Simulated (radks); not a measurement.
The numbers below are computed, except where a source is named.
Mean orbital radii <r> (bohr) of the molybdenum ion Mo+, [Kr] 4d5, at several levels of relativity; Dirac values are averaged over j with weights 2j + 1. Spin-unpolarised spherical Kohn-Sham, PBEsol, point nucleus unless stated (finite: rms radius 4.4091 fm), a radial shooting solver on a logarithmic mesh with Libxc functionals. A level marked "c x" has the speed of light scaled by that factor and shares open shells by 2j + 1; other Dirac levels either fill j = l - 1/2 first or share by 2j + 1.

1s: non-rel. 0.03632; scalar-rel. 0.03518; scalar-rel., finite nucleus 0.03518; Dirac, 2j+1 shares 0.03518; change of magnitude, last against first (%) -3.13
2s: non-rel. 0.1588; scalar-rel. 0.1538; scalar-rel., finite nucleus 0.1538; Dirac, 2j+1 shares 0.1535; change of magnitude, last against first (%) -3.35
2p: non-rel. 0.1361; scalar-rel. 0.1340; scalar-rel., finite nucleus 0.1340; Dirac, 2j+1 shares 0.1338; change of magnitude, last against first (%) -1.64
3s: non-rel. 0.4411; scalar-rel. 0.4292; scalar-rel., finite nucleus 0.4292; Dirac, 2j+1 shares 0.4290; change of magnitude, last against first (%) -2.74
3p: non-rel. 0.4360; scalar-rel. 0.4308; scalar-rel., finite nucleus 0.4308; Dirac, 2j+1 shares 0.4306; change of magnitude, last against first (%) -1.23
3d: non-rel. 0.4146; scalar-rel. 0.4154; scalar-rel., finite nucleus 0.4154; Dirac, 2j+1 shares 0.4155; change of magnitude, last against first (%) +0.20
4s: non-rel. 1.137; scalar-rel. 1.108; scalar-rel., finite nucleus 1.108; Dirac, 2j+1 shares 1.108; change of magnitude, last against first (%) -2.51
4p: non-rel. 1.250; scalar-rel. 1.239; scalar-rel., finite nucleus 1.239; Dirac, 2j+1 shares 1.239; change of magnitude, last against first (%) -0.92
4d: non-rel. 1.866; scalar-rel. 1.889; scalar-rel., finite nucleus 1.889; Dirac, 2j+1 shares 1.890; change of magnitude, last against first (%) +1.25
